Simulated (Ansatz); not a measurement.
A nudged elastic band was laid between two geometries of C₃H₇B₂F (13 atoms, charge 0, multiplicity 1).

Theory: Ansatz, RKS PBE0-D4/def2-SVP.

```json
{
 "movable images": "9",
 "climbing image": "yes",
 "spring": "5.0 eV/Å²",
 "optimiser": "quadratic models (default)",
 "start path": "through a guess of the saddle point",
 "force threshold": "0.03 eV/Å",
 "iteration limit": "60",
 "end points": "relaxed"
}
```

Image 0:

```xyz
13
Properties=species:S:1:pos:R:3
B -0.216 -2.953 -0.266
B 0.492 -1.414 -0.329
F 1.762 -1.301 -0.758
C -0.239 -0.105 0.077
C 0.373 1.093 -0.001
C -0.217 2.411 0.355
H -0.166 -3.647 0.727
H -0.829 -3.421 -1.201
H -1.276 -0.127 0.438
H 1.410 1.112 -0.363
H 0.383 2.906 1.137
H -1.253 2.320 0.712
H -0.203 3.091 -0.514
```

Image 10:

```xyz
13
Properties=species:S:1:pos:R:3
B -0.189 -2.505 0.079
B 0.715 -1.375 -0.817
F 1.570 -1.838 -1.743
C 0.616 0.160 -0.632
C -0.220 0.712 0.267
C -0.405 2.164 0.534
H 0.216 -2.975 1.120
H -1.278 -2.895 -0.282
H 1.237 0.830 -1.244
H -0.845 0.043 0.881
H -0.187 2.398 1.590
H -1.453 2.462 0.364
H 0.243 2.783 -0.103
```

Q: What changes between the two ends?

A: No bond is made or broken. The dihedral F3–B2–C4–C5 goes from 0 to 180°.

Q: What energy profile does the band end with?

A: The forces met the threshold. The highest image is number 5 of 0 to 10, 19.8 kJ/mol above the first end and 21.1 kJ/mol above the last; the last end lies 1.3 kJ/mol below the first. The profile has 2 maxima (images 2, 5) with wells between them (image 3): this band takes more than one step, which may be the mechanism or a detour left from its start path. A vibrational analysis at the climbing image gives one clearly imaginary mode, 121i cm⁻¹: a first-order saddle point.

| image | path coordinate (Å) | energy (kJ/mol) | dihedral F3–B2–C4–C5 (°) |
| --- | --- | --- | --- |
| 0 | 0.00 | 0.0 | 0 |
| 1 | 1.09 | 5.1 | 5 |
| 2 | 2.18 | 6.0 | -2 |
| 3 | 3.26 | 3.8 | -26 |
| 4 | 4.35 | 12.6 | -51 |
| 5 | 5.44 | 19.8 | -85 |
| 6 | 6.20 | 15.5 | -111 |
| 7 | 6.96 | 7.3 | -133 |
| 8 | 7.72 | 1.5 | -151 |
| 9 | 8.48 | -0.9 | -166 |
| 10 | 9.24 | -1.3 | 180 |

Q: What is the geometry of the highest image?

A: 
```xyz
13
Properties=species:S:1:pos:R:3
B -0.269 -2.662 0.013
B 0.647 -1.447 -0.704
F 1.837 -1.633 -1.280
C 0.034 -0.009 -0.635
C 0.316 0.887 0.325
C -0.277 2.250 0.454
H -0.113 -2.951 1.179
H -1.194 -3.205 -0.552
H -0.729 0.263 -1.381
H 1.052 0.620 1.097
H 0.508 3.025 0.420
H -0.786 2.369 1.425
H -1.003 2.457 -0.346
```

The run took 19 min on 2 threads of Arm Neoverse V2, with other jobs on the host, peak memory 0.28 GiB.
